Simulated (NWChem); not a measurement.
System: CH₇FSi₂; SMILES C[SiH2][SiH2]F

NWChem printed, in part:

```
             Northwest Computational Chemistry Package (NWChem) 7.3.0
             --------------------------------------------------------

 C1  symmetry detected

                             Geometry "geometry" -> ""
                             -------------------------

 Output coordinates in angstroms (scale by  1.889725989 to convert to a.u.)

  No.       Tag          Charge          X              Y              Z
 ---- ---------------- ---------- -------------- -------------- --------------
    1 Si                  14.0000     0.42886303     1.19047484    -0.30109333
    2 F                    9.0000    -0.86701906     1.92415327     0.35341371
    3 Si                  14.0000     0.51131202    -1.07800564     0.30211119
    4 C                    6.0000    -0.98222827    -2.07780338    -0.29965201
    5 H                    1.0000     0.33896422     1.34347696    -1.78231717
    6 H                    1.0000     1.65021684     1.90616076     0.16671570
    7 H                    1.0000     1.76749238    -1.62097209    -0.29841525
    8 H                    1.0000     0.64609593    -1.19409149     1.78322342
    9 H                    1.0000    -1.07449795    -2.03495676    -1.39032159
   10 H                    1.0000    -1.91238426    -1.69515523     0.13393772
   11 H                    1.0000    -0.88179673    -3.12959005    -0.00988409

 Effective nuclear repulsion energy (a.u.)     217.4027398102

  pbe96 is a nonlocal functional; adding pw91lda local functional.

                                 NWChem DFT Module
                                 -----------------

 Summary of "ao basis" -> "ao basis" (spherical)
 ------------------------------------------------------------------------------
       Tag                 Description            Shells   Functions and Types
 ---------------- ------------------------------  ------  ---------------------
 Si                          6-31g*                  8       18   4s3p1d
 F                           6-31g*                  6       14   3s2p1d
 C                           6-31g*                  6       14   3s2p1d
 H                           6-31g*                  2        2   2s

            General Information
            -------------------
          SCF calculation type: DFT
          Wavefunction type:  closed shell.
          No. of atoms     :    11
          No. of electrons :    50
           Alpha electrons :    25
            Beta electrons :    25
          Charge           :     0
          Spin multiplicity:     1
          Use of symmetry is: off; symmetry adaption is: off
          Maximum number of iterations: 150
          AO basis - number of functions:    78
                     number of shells:    42
          Convergence on energy requested:  1.00D-06
          Convergence on density requested:  1.00D-05
          Convergence on gradient requested:  5.00D-04

              XC Information
              --------------
          PerdewBurkeErnzerhof Exchange Functional  1.000
            Perdew 1991 LDA Correlation Functional  1.000 local
           PerdewBurkeErnz. Correlation Functional  1.000 non-local

             Grid Information
             ----------------
          Grid used for XC integration:  medium
          Radial quadrature: Mura-Knowles
          Angular quadrature: Lebedev.
          Tag              B.-S. Rad. Rad. Pts. Rad. Cut. Ang. Pts.
          ---              ---------- --------- --------- ---------
          Si                  1.10       88          11.0       590
          F                   0.50       49          12.0       434
          C                   0.70       49          11.0       434
          H                   0.35       45          12.0       434
          Grid pruning is: on
          Number of quadrature shells:   589
          Spatial weights used:  Erf1

      Superposition of Atomic Density Guess
      -------------------------------------

 Sum of atomic energies:        -718.15482899

      Non-variational initial energy
      ------------------------------

 Total energy =    -719.524817
 1-e energy   =   -1426.879863
 2-e energy   =     489.952306
 HOMO         =      -0.305662
 LUMO         =       0.020014

   convergence    iter        energy       DeltaE   RMS-Dens  Diis-err
 ---------------- ----- ----------------- --------- --------- ---------
 d= 0,ls=0.0,diis     1   -720.6184935430 -9.38D+02  2.21D-02  5.88D-01
 d= 0,ls=0.0,diis     2   -720.4791560704  1.39D-01  1.42D-02  2.25D+00
 d= 0,ls=0.0,diis     3   -720.6828170392 -2.04D-01  2.16D-03  3.26D-02
 d= 0,ls=0.0,diis     4   -720.6849429713 -2.13D-03  9.87D-04  4.56D-03
 d= 0,ls=0.0,diis     5   -720.6856388626 -6.96D-04  2.34D-04  4.51D-04
  Resetting Diis
 d= 0,ls=0.0,diis     6   -720.6856995096 -6.06D-05  7.52D-05  4.08D-05
 d= 0,ls=0.0,diis     7   -720.6857053373 -5.83D-06  3.61D-05  1.41D-06
 d= 0,ls=0.0,diis     8   -720.6857051385  1.99D-07  2.01D-05  3.42D-06
 d= 0,ls=0.0,diis     9   -720.6857055735 -4.35D-07  3.46D-06  1.18D-07

         Total DFT energy =     -720.685705573485
      One electron energy =    -1430.593437365129
           Coulomb energy =      552.411718500567
    Exchange-Corr. energy =      -59.906726519171
 Nuclear repulsion energy =      217.402739810249

 Numeric. integr. density =       49.999974809176

                       DFT Final Molecular Orbital Analysis
                       ------------------------------------

 Vector   23  Occ=2.000000D+00  E=-2.964342D-01
              MO Center=  2.6D-01, -7.5D-01, -1.7D-01, r^2= 4.7D+00
   Bfn.  Coefficient  Atom+Function         Bfn.  Coefficient  Atom+Function
  ----- ------------  ---------------      ----- ------------  ---------------
    39      0.326790   3 Si px               53     -0.269522   4 C  px
    70      0.229154   7 H  s                69      0.197729   7 H  s
    23     -0.165834   2 F  pz               66     -0.166459   5 H  s
    35     -0.138885   3 Si px               57     -0.139567   4 C  px
    68      0.132683   6 H  s                 9      0.125221   1 Si pz

 Vector   24  Occ=2.000000D+00  E=-2.841030D-01
              MO Center=  2.1D-01,  2.0D-01, -1.5D-01, r^2= 5.3D+00
   Bfn.  Coefficient  Atom+Function         Bfn.  Coefficient  Atom+Function
  ----- ------------  ---------------      ----- ------------  ---------------
    66      0.252601   5 H  s                68     -0.250538   6 H  s
    53     -0.205086   4 C  px               23      0.200299   2 F  pz
     9     -0.194544   1 Si pz               39      0.179170   3 Si px
    65      0.175670   5 H  s                67     -0.175384   6 H  s
    72      0.171701   8 H  s                41      0.160704   3 Si pz

 Vector   25  Occ=2.000000D+00  E=-2.462250D-01
              MO Center=  3.5D-01,  1.3D-01, -1.4D-02, r^2= 3.7D+00
   Bfn.  Coefficient  Atom+Function         Bfn.  Coefficient  Atom+Function
  ----- ------------  ---------------      ----- ------------  ---------------
    40      0.384611   3 Si py                8     -0.347862   1 Si py
    22      0.231551   2 F  py               26      0.176582   2 F  py
    68     -0.159602   6 H  s                36     -0.150653   3 Si py
    66     -0.150429   5 H  s                44      0.138985   3 Si py
    70     -0.138489   7 H  s                 6      0.135625   1 Si s

 Vector   26  Occ=0.000000D+00  E=-3.534526D-02
              MO Center=  3.7D-01,  5.9D-01, -1.1D-01, r^2= 4.5D+00
   Bfn.  Coefficient  Atom+Function         Bfn.  Coefficient  Atom+Function
  ----- ------------  ---------------      ----- ------------  ---------------
    11      0.559834   1 Si px               42     -0.443440   3 Si s
    56      0.406669   4 C  s                12     -0.381929   1 Si py
    24      0.377690   2 F  s                43      0.372522   3 Si px
    70     -0.346014   7 H  s                 7      0.304281   1 Si px
    13     -0.238835   1 Si pz               68     -0.219546   6 H  s

 Vector   27  Occ=0.000000D+00  E=-4.389859D-03
              MO Center=  4.7D-01, -4.4D-01,  8.7D-03, r^2= 5.0D+00
   Bfn.  Coefficient  Atom+Function         Bfn.  Coefficient  Atom+Function
  ----- ------------  ---------------      ----- ------------  ---------------
    56      0.855691   4 C  s                44      0.666952   3 Si py
    72     -0.534883   8 H  s                45      0.526018   3 Si pz
    43      0.507064   3 Si px               66      0.470070   5 H  s
    10     -0.426510   1 Si s                12      0.378040   1 Si py
    68     -0.301419   6 H  s                13      0.285096   1 Si pz

 Vector   28  Occ=0.000000D+00  E= 2.141506D-02
              MO Center=  5.9D-01, -2.4D-01,  1.0D-01, r^2= 6.2D+00
   Bfn.  Coefficient  Atom+Function         Bfn.  Coefficient  Atom+Function
  ----- ------------  ---------------      ----- ------------  ---------------
    10      1.335461   1 Si s                44     -1.251294   3 Si py
    42     -1.165524   3 Si s                12     -1.059923   1 Si py
    45      0.464286   3 Si pz               43      0.454628   3 Si px
    13      0.407302   1 Si pz                6      0.375033   1 Si s
    40     -0.283694   3 Si py                8     -0.274526   1 Si py

     Multipole analysis of the density
     ---------------------------------

     L   x y z        total         alpha         beta         nuclear
     -   - - -        -----         -----         ----         -------
     0   0 0 0     -0.000000    -25.000000    -25.000000     50.000000

     1   1 0 0      0.062383      0.031192      0.031192      0.000000
     1   0 1 0     -0.503184     -0.251592     -0.251592     -0.000000
     1   0 0 1     -0.245842     -0.122921     -0.122921     -0.000000

     2   2 0 0    -30.375303    -70.107278    -70.107278    109.839253
     2   1 1 0      2.050265     -7.570662     -7.570662     17.191590
     2   1 0 1      0.089597     -1.571432     -1.571432      3.232461
     2   0 2 0    -30.778409   -232.574520   -232.574520    434.370632
     2   0 1 1     -0.137517      1.379286      1.379286     -2.896088
     2   0 0 2    -30.173509    -37.645656    -37.645656     45.117803

                                 NWChem DFT Module
                                 -----------------

            General Information
            -------------------
          SCF calculation type: DFT
          Wavefunction type:  spin polarized.
          No. of atoms     :    11
          No. of electrons :    49
           Alpha electrons :    25
            Beta electrons :    24
          Charge           :     1
          Spin multiplicity:     2
          Use of symmetry is: off; symmetry adaption is: off
          Maximum number of iterations: 150
          AO basis - number of functions:    78
                     number of shells:    42
          Convergence on energy requested:  1.00D-06
          Convergence on density requested:  1.00D-05
          Convergence on gradient requested:  5.00D-04

              XC Information
              --------------
          PerdewBurkeErnzerhof Exchange Functional  1.000
            Perdew 1991 LDA Correlation Functional  1.000 local
           PerdewBurkeErnz. Correlation Functional  1.000 non-local

             Grid Information
             ----------------
          Grid used for XC integration:  medium
          Radial quadrature: Mura-Knowles
          Angular quadrature: Lebedev.
          Tag              B.-S. Rad. Rad. Pts. Rad. Cut. Ang. Pts.
          ---              ---------- --------- --------- ---------
          Si                  1.10       88          11.0       590
          F                   0.50       49          12.0       434
          C                   0.70       49          11.0       434
          H                   0.35       45          12.0       434
          Grid pruning is: on
          Number of quadrature shells:   589
          Spatial weights used:  Erf1

      Superposition of Atomic Density Guess
      -------------------------------------

 Sum of atomic energies:        -718.15482899

 Renormalizing density from      50.00 to     49

      Non-variational initial energy
      ------------------------------

 Total energy =    -710.389333
 1-e energy   =   -1398.342266
 2-e energy   =     470.550194
 HOMO         =      -0.580638
 LUMO         =      -0.234060

[...]
```

Level: PBE/6-31G* (spherical d), vertical spin-unrestricted ions. All runs use the structure optimised with B3LYP/6-31G* (spherical d).

Problem. Reconstruct the input file.

Solution. This is not unique; one that fits is the input that was run:
```
start job
memory heap 200 mb stack 900 mb global 1100 mb
geometry units angstroms noautoz
  Si     0.387365     1.226513    -0.266825
  F     -0.897304     1.940093     0.430601
  Si     0.490234    -1.054632     0.283132
  C     -1.011882    -2.046566    -0.310241
  H      0.266369     1.412480    -1.742051
  H      1.615589     1.936342     0.191831
  H      1.735653    -1.578924    -0.355212
  H      0.655973    -1.203511     1.758158
  H     -1.126798    -1.979532    -1.397536
  H     -1.934230    -1.677491     0.150918
  H     -0.901788    -3.104204    -0.046445
end
basis spherical
  * library 6-31g*
end
dft
  xc xpbe96 cpbe96
  iterations 150
  vectors input atomic output neutral.movecs
end
task dft energy
charge 1
dft
  odft
  mult 2
  vectors input atomic output cation.movecs
end
task dft energy
```
